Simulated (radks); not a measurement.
Results of a calculation; reference values are marked as such.
Correlation energies from several functionals, in hartree. Species: Si4+ [Ne]; S+ [Ne] 3s2 3p3; F2+ [He] 2s2 2p3; Hg [Hg]. Code: a radial shooting solver on a logarithmic mesh with Libxc functionals. Model: non-relativistic Kohn-Sham, exchange-only PBE, spin-polarised, spherical densities, point nucleus. Every spin shell is full or empty, so the densities are truly spherical. Functionals are evaluated on that one density, not self-consistently.

functional,Si4+,S+,F2+,Hg
PW92,-0.87655,-1.1559,-0.48613,-8.3189
VWN5,-0.88107,-1.1619,-0.48895,-8.3526
PZ,-0.87389,-1.1504,-0.47801,-8.3258
Chachiyo,-0.86176,-1.1325,-0.47017,-8.2273
PBE,-0.38934,-0.53991,-0.19366,-4.8992
PBEsol,-0.45937,-0.63431,-0.23410,-5.4845
P86,-0.44371,-0.61383,-0.21367,-5.5071
PW91,-0.43310,-0.59494,-0.21738,-5.2542
AM05,-0.79140,-1.0470,-0.43440,-7.8375
B95,-0.46936,-0.62881,-0.22152,-6.0704
Tao-Mo,-0.35319,-0.49373,-0.16720,-4.7897
